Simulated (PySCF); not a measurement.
BH₈NSi₂.
SMILES with atom numbers: `[BH2:1][N:2]([SiH3:3])[SiH3:4]` (hydrogens: H5, H6 on B1; H7, H8, H9 on Si3; H10, H11, H12 on Si4)

The closed-shell ground state was solved at several levels (PySCF, density fitting, gas phase, non-relativistic). Geometry: PBE0-D3(BJ)/def2-SVP; no solvent, vibrations or thermal averaging.

```
             level  basis functions  HOMO (eV)  LUMO (eV)  gap (eV)  dipole (D)
      PBE0/cc-pVTZ              240      -8.48      -0.42      8.06        0.87
     PBE0/pcSseg-2              270      -8.50      -0.50      8.00        0.87
      PBE0/cc-pVDZ              104      -8.37      -0.19      8.18        0.95
       HF/pcSseg-2              270     -11.48       2.44     13.92        0.61
  wB97X-D/pcSseg-2              270     -10.36       1.30     11.66        0.82
BHandHLYP/pcSseg-2              270      -9.63       0.44     10.07        0.77
    B3LYP/pcSseg-2              270      -8.28      -0.72      7.56        0.87
       PBE0/6-31G*               80      -8.33       0.10      8.43        1.02
     PBE0/IGLO-III              238      -8.47      -0.54      7.93        0.86
  PBE0/aug-cc-pVDZ              172      -8.42      -0.57      7.85        0.89
CAM-B3LYP/pcSseg-2              270      -9.84       0.53     10.37        0.85
     BP86/pcSseg-2              270      -7.38      -1.50      5.88        0.94
        PBE0/6-31G               60      -8.16       0.24      8.40        1.27
```

(1) What might KT3/pcSseg-2 (270 basis functions) give for the same quantities?

(2) Over all these levels, which gives the widest orbital gap and which the narrowest?

(3) How much does the basis alone move the frontier levels among the 7 PBE0 rows?

(4) In the pcSseg-2 basis, how does the gap go with the fixed share of exact exchange?

(5) How far do the dipole and the HOMO energy spread over the levels?

## Answers

(1) HOMO -7.32 eV, LUMO -1.37 eV, gap 5.95 eV, dipole 0.89 D.

(2) HF/pcSseg-2 (Hartree–Fock, all exact exchange) has the widest, 13.92 eV, and BP86/pcSseg-2 (GGA) the narrowest, 5.88 eV. The two share the basis. From the narrowest to the widest the HOMO moves by -4.10 eV and the LUMO by +3.94 eV. The HOMO need not be the same orbital at Hartree–Fock and at DFT levels.

(3) The HOMO by 0.34 eV and the LUMO by 0.81 eV. By rising basis size (HOMO, LUMO in eV): 6-31G -8.16, 0.24; 6-31G* -8.33, 0.10; cc-pVDZ -8.37, -0.19; aug-cc-pVDZ -8.42, -0.57; IGLO-III -8.47, -0.54; cc-pVTZ -8.48, -0.42; pcSseg-2 -8.50, -0.50.

(4) BP86 (0 %) 5.88 eV; KT3 (0 %) 5.95 eV; B3LYP (20 %) 7.56 eV; PBE0 (25 %) 8.00 eV; BHandHLYP (50 %) 10.07 eV; HF (100 %) 13.92 eV. Each rise in the share widens the gap here.

(5) The dipole runs from 0.61 to 1.27 D (mean 0.89 D) and the HOMO from -11.48 to -7.32 eV.
